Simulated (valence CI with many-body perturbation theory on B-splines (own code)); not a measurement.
Values are calculated unless marked as measured or tabulated.
# Energy levels of Ga26+

Level of theory: configuration interaction combined with many-body perturbation theory (CI+MBPT): three valence electrons over a frozen Dirac-Fock core [He], radial functions for each j: 11 s, 11 p, 9 d, 7 f, 5 g, 2 h, 1 i, with the one-electron correlation potential Σ1 (screened to all orders), the two-electron term Σ2, the three-electron term Σ3, Breit, model QED; selected single and double excitations, second order for the rest (own B-spline code, finite nucleus).

No measured spectrum was set against this ion. As an estimate, large intervals hold to a few tenths of a per cent, small ones and those within an open d or f shell to about a per cent.

Levels 46 to 90 of 90, with energies above the lowest level, (2s^2 2p1/2) J=1/2. "Leading %" is the weight of the configuration and term that name the level; weights of strongly mixed levels are sums over their largest components and can fall short. In the jj column 3d3/2^4 stands for four electrons in 3d with j = 3/2.

```csv
No.,Configuration,Term,J,E (eV),Leading %,g,Second component,Leading jj
46,2s2p3d,²D°,3/2,1632.6,42,1.060,33 % 2s2p3s ²P°,2s 2p3/2 3s (31 %)
47,2s2p3d,²F°,5/2,1633.4,58,1.045,19 % 2s2p3d ²D°,2s 2p1/2 3d5/2 (68 %)
48,2s2p3p,²S,1/2,1634.9,73,1.776,15 % 2s2p3p ²P,2s 2p3/2 3p3/2 (90 %)
49,2s2p3d,⁴F°,9/2,1644.1,100,1.330,,2s 2p3/2 3d5/2 (100 %)
50,2s2p3d,⁴D°,7/2,1647.6,68,1.362,29 % 2s2p3d ⁴F°,2s 2p3/2 3d5/2 (53 %)
51,2s2p3d,⁴D°,5/2,1648.4,54,1.310,17 % 2s2p3d ⁴P°,2s 2p3/2 3d3/2 (90 %)
52,2s2p3d,⁴P°,3/2,1649.9,60,1.506,34 % 2s2p3d ⁴D°,2s 2p3/2 3d3/2 (90 %)
53,2s2p3d,⁴P°,1/2,1650.5,90,2.408,9 % 2s2p3d ⁴D°,2s 2p3/2 3d3/2 (96 %)
54,2s2p3d,²D°,5/2,1654.1,44,1.207,25 % 2s2p3d ²F°,2s 2p3/2 3d5/2 (90 %)
55,2s2p3p,²P,1/2,1656.1,48,1.261,23 % 2p²3s ⁴P,2s 2p3/2 3p1/2 (43 %)
56,2s2p3p,²D,3/2,1658.1,69,0.953,23 % 2s2p3p ²P,2s 2p3/2 3p1/2 (84 %)
57,2s2p3d,²P°,3/2,1659.2,59,1.206,26 % 2s2p3d ²D°,2s 2p3/2 3d5/2 (83 %)
58,2p²3s,⁴P,1/2,1659.2,44,1.924,26 % 2s2p3p ²P,2p1/2^2 3s (47 %)
59,2s2p3d,²F°,7/2,1663.1,94,1.154,5 % 2s2p3d ⁴D°,2s 2p3/2 3d3/2 (49 %)
60,2s2p3p,²D,5/2,1664.0,88,1.216,,2s 2p3/2 3p3/2 (79 %)
61,2s2p3d,²P°,1/2,1666.3,90,0.661,6 % 2s2p3d ⁴D°,2s 2p3/2 3d5/2 (94 %)
62,2s2p3p,²P,3/2,1666.6,60,1.200,26 % 2s2p3p ²D,2s 2p3/2 3p3/2 (80 %)
63,2s2p3p,²S,1/2,1672.5,74,1.893,12 % 2s2p3p ²P,2s 2p3/2 3p3/2 (76 %)
64,2p²3s,⁴P,3/2,1679.3,92,1.690,,2p1/2 2p3/2 3s (94 %)
65,2p²3p,⁴D°,1/2,1679.3,50,0.681,23 % 2p²3p ²P°,2p1/2^2 3p1/2 (88 %)
66,2p²3s,²P,1/2,1687.3,72,1.009,16 % 2p²3s ⁴P,2p1/2 2p3/2 3s (85 %)
67,2p²3s,⁴P,5/2,1687.8,62,1.447,33 % 2p²3s ²D,2p1/2 2p3/2 3s (85 %)
68,2s2p3d,²F°,5/2,1689.1,83,0.892,6 % 2s2p3d ²D°,2s 2p3/2 3d3/2 (85 %)
69,2s2p3d,²F°,7/2,1689.1,91,1.151,,2s 2p3/2 3d5/2 (82 %)
70,2s2p3d,²D°,3/2,1690.3,82,0.870,7 % 2s2p3d ²P°,2s 2p3/2 3d3/2 (68 %)
71,2p²3p,⁴D°,3/2,1691.2,37,1.293,22 % 2p²3p ⁴P°,2p1/2^2 3p3/2 (70 %)
72,2s2p3d,²D°,5/2,1693.7,85,1.168,11 % 2s2p3d ²F°,2s 2p3/2 3d5/2 (87 %)
73,2p²3s,²D,3/2,1693.9,50,1.055,41 % 2p²3s ²P,2p1/2 2p3/2 3s (90 %)
74,2s2p3d,²P°,1/2,1695.0,93,0.639,,2s 2p3/2 3d3/2 (82 %)
75,2s2p3d,²P°,3/2,1697.7,86,1.319,7 % 2p²3p ⁴D°,2s 2p3/2 3d5/2 (71 %)
76,2p²3p,²S°,1/2,1700.0,36,1.570,31 % 2p²3p ⁴P°,2p1/2 2p3/2 3p1/2 (94 %)
77,2p²3p,⁴D°,3/2,1704.0,37,1.173,33 % 2p²3p ²D°,2p1/2 2p3/2 3p1/2 (87 %)
78,2p²3p,⁴D°,5/2,1709.1,65,1.242,17 % 2p²3p ²F°,2p1/2 2p3/2 3p1/2 (64 %)
79,2p²3d,⁴F,3/2,1710.3,54,0.708,13 % 2p²3d ⁴D,2p1/2^2 3d3/2 (89 %)
80,2p²3p,⁴P°,5/2,1711.3,45,1.393,32 % 2p²3p ²D°,2p1/2 2p3/2 3p3/2 (77 %)
81,2p²3p,⁴P°,1/2,1712.7,52,2.014,24 % 2p²3p ²S°,2p1/2 2p3/2 3p3/2 (92 %)
82,2p²3p,²D°,3/2,1715.5,52,1.226,28 % 2p²3p ⁴P°,2p1/2 2p3/2 3p3/2 (96 %)
83,2p²3d,⁴F,5/2,1716.3,37,1.179,27 % 2p²3d ⁴D,2p1/2^2 3d5/2 (81 %)
84,2p²3p,⁴D°,7/2,1718.6,63,1.319,34 % 2p²3p ²F°,2p1/2 2p3/2 3p3/2 (88 %)
85,2p²3s,²D,5/2,1719.2,61,1.341,36 % 2p²3s ⁴P,2p3/2^2 3s (88 %)
86,2p²3p,⁴S°,3/2,1722.1,54,1.693,25 % 2p²3p ²P°,2p1/2 2p3/2 3p1/2 (69 %)
87,2p²3s,²P,3/2,1723.5,46,1.098,45 % 2p²3s ²D,2p3/2^2 3s (92 %)
88,2p²3p,²P°,3/2,1724.7,62,1.240,18 % 2p²3p ²D°,2p1/2 2p3/2 3p3/2 (73 %)
89,2p²3p,²F°,5/2,1727.5,36,1.184,29 % 2p²3p ²D°,2p1/2 2p3/2 3p3/2 (76 %)
90,2p²3d,²P,3/2,1732.2,40,1.000,34 % 2p²3d ⁴F,2p1/2 2p3/2 3d3/2 (94 %)
```

Where two levels of one J and parity lie close, their mixing, g and order are uncertain.
